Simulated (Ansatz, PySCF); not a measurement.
H₂Sn, SMILES [SnH2+], charge +1, multiplicity 2. Atoms are numbered in the order given.

```xyz
3

Sn     0.0000     0.0000     0.0230
H      0.0000     1.4958    -0.8363
H      0.0000    -1.4958    -0.8363
```
Charge +1, spin multiplicity 2.

Geometry optimised at PBE0-D3(BJ)/def2-TZVPD. The def2 effective core potentials stand for the cores of Sn; spin–orbit coupling is left out.

Two levels are set side by side: PBE-D3(BJ)/def2-TZVPD (Ansatz, an electronic-structure program) and PBE0-D3(BJ)/def2-TZVPD (Ansatz). Each level has its own optimised geometry; the coordinates shown are those of the second. Frequencies come from the Hessian of PySCF at each geometry. Differences are taken from unrounded values.

| quantity | PBE0-D3(BJ) | PBE-D3(BJ) | PBE-D3(BJ) minus PBE0-D3(BJ) |
|---|---|---|---|
| mean bond length (Å) | 1.725 | 1.750 | 0.025 |
| bond Sn1–H2 (Å) | 1.725 | 1.750 | 0.025 |
| bond Sn1–H3 (Å) | 1.725 | 1.750 | 0.025 |
| highest harmonic wavenumber (cm⁻¹) | 1875 | 1766 | -108 |
| mean harmonic wavenumber (cm⁻¹) | 1446 | 1361 | -84 |
| zero-point energy (kcal/mol) | 6.20 | 5.84 | -0.36 |

Exact exchange shortens and stiffens bonds; PBE has none. Differences between two approximate levels are no errors against the true value.
